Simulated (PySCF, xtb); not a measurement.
C4H7FSi, SMILES C=C=C[Si@H](C)F. Other conformers were not sampled.

Harmonic wavenumbers (cm⁻¹) from GFN2-xTB in xtb at its own minimum, in rising order: 25, 88, 101, 184, 197, 219, 316, 421, 444, 632, 649, 682, 766, 803, 826, 837, 843, 846, 951, 1101, 1257, 1377, 1416, 1479, 1482, 2072, 2279, 3016, 3033, 3040, 3053, 3078, 3085.

What does PBE-D3(BJ)/def2-SVP run with PySCF give at its own minimum? (The exact figures need the calculation; the answer reports its results.)

40, 103, 137, 211, 221, 271, 345, 457, 482, 641, 650, 730, 773, 781, 813, 844, 864, 899, 941, 1037, 1207, 1223, 1376, 1377, 1379, 2000, 2171, 2981, 3059, 3065, 3081, 3088, 3152. Paired by order, the mean absolute difference is 41 cm⁻¹ and the zero-point energies are 58.0 and 57.8 kcal/mol.
